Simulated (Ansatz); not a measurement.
Ideal-gas functions of C2H4FIn, SMILES `[F][In]1[CH2][CH2]1` at 400 K and 1 bar, from an Ansatz frequency run at PBE0-D4/def2-TZVP.

Molar mass 161.87 g/mol, point group C2v (symmetry number 2), electronic degeneracy 1, moments of inertia 24.882, 185.998, 204.421 u Å². Harmonic wavenumbers (cm⁻¹, unscaled): 36, 106, 157, 489, 490, 619, 631, 870, 885, 953, 972, 1181, 1411, 1419, 3106, 3112, 3177, 3199.

Use S(trans) = R[1.5 ln M + 2.5 ln T − 1.1517]; rotational temperatures θ = 24.2544 K / I; S(rot) = R[ln(√π/σ · √(T³/θAθBθC)) + 1.5]; for each mode x = 1.438777 ν̃/T, S = R[x/(eˣ − 1) − ln(1 − e⁻ˣ)] and H = RT x/(eˣ − 1); 1 cm⁻¹ = 0.0119627 kJ/mol; R = 8.31446 J/(mol·K).

Question: By hand: the entropy, in J/(mol·K).

Answer: Translation 178.4. Rotation: θ = 0.9748, 0.1304, 0.1186 K, giving 103.6. Vibration, mode by mode: 25.32, 16.38, 13.18, 4.61, 4.60, 3.19, 3.08, 1.56, 1.50, 1.23, 1.16, 0.63, 0.32, 0.31, 0.00, 0.00, 0.00, 0.00, in all 77.1. Electronic 0.0. Sum 359.1 J/(mol·K).

Question: By hand: H − E and G − E in kJ/mol, counted from the electronic energy.

Answer: Zero-point energy ½ × 22813 × 0.0119627 = 136.5; thermal vibration 14.6; translation, rotation and pV give 4 RT = 13.3. H − E = 164.4 kJ/mol, and G − E = 164.4 − 400 × 359.1/1000 = 20.8 kJ/mol.

Vibration gives 21 % of the entropy, 41.7 J/(mol·K) of it from the modes under 150 cm⁻¹: soft modes count most, and the harmonic formula is weakest for them.
